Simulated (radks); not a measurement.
The nuclear charge of neutral barium is varied continuously with 56 electrons held in [Xe] 6s2. Method: Dirac Kohn-Sham, PBE, spin-unpolarised, spherical densities, point nucleus; computed with a radial shooting solver on a logarithmic mesh with Libxc functionals. By the Hellmann-Feynman theorem dE/dZ = E(electron-nucleus)/Z, the electronic potential at the nucleus.

| Z | E (hartree) | E(electron-nucleus)/Z (hartree) | HOMO | e(HOMO) (eV) | <r> HOMO (bohr) |
|---|---|---|---|---|---|
| 55.8 | -8068.8075 | -351.705 | 6s1/2 | -2.239 | 5.064 |
| 55.9 | -8104.0225 | -352.596 | 6s1/2 | -2.724 | 4.921 |
| 56 | -8139.3267 | -353.487 | 6s1/2 | -3.229 | 4.792 |
| 56.1 | -8174.7200 | -354.378 | 6s1/2 | -3.755 | 4.674 |
| 56.2 | -8210.2024 | -355.270 | 6s1/2 | -4.299 | 4.565 |
| 56.3 | -8245.7739 | -356.161 | 6s1/2 | -4.861 | 4.465 |
| 56.4 | -8281.4347 | -357.053 | 6s1/2 | -5.440 | 4.372 |
| 56.5 | -8317.1846 | -357.945 | 6s1/2 | -6.036 | 4.285 |
| 56.6 | -8353.0237 | -358.837 | 6s1/2 | -6.649 | 4.203 |
| 56.7 | -8388.9520 | -359.730 | 6s1/2 | -7.277 | 4.127 |
| 56.8 | -8424.9696 | -360.622 | 6s1/2 | -7.920 | 4.055 |
| 56.9 | -8461.0765 | -361.515 | 6s1/2 | -8.579 | 3.987 |
| 57 | -8497.2727 | -362.409 | 6s1/2 | -9.252 | 3.922 |

The central difference of E at Z = 56 is -353.487 hartree, to compare with the third column; the second derivative is -8.91 hartree.
